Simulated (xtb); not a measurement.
The xtb input:
```
$ xtb mol.xyz --gfn 2 --opt vtight --json

# file mol.xyz
3

F     -1.17553378     0.10907283     0.04693497
B      0.03285139    -0.06518300    -0.01420239
O      1.23372276    -0.10453386     0.01166307
```

Problem. What does this run give for the dipole moment, HOMO-LUMO gap, total energy at the end of the optimisation?

Solution. 
```yaml
dipole_moment: 1.44 D
HOMO-LUMO gap: 9.38 eV
total_energy_at_the_end_of_the_optimisation: -10.1231 Eh
```
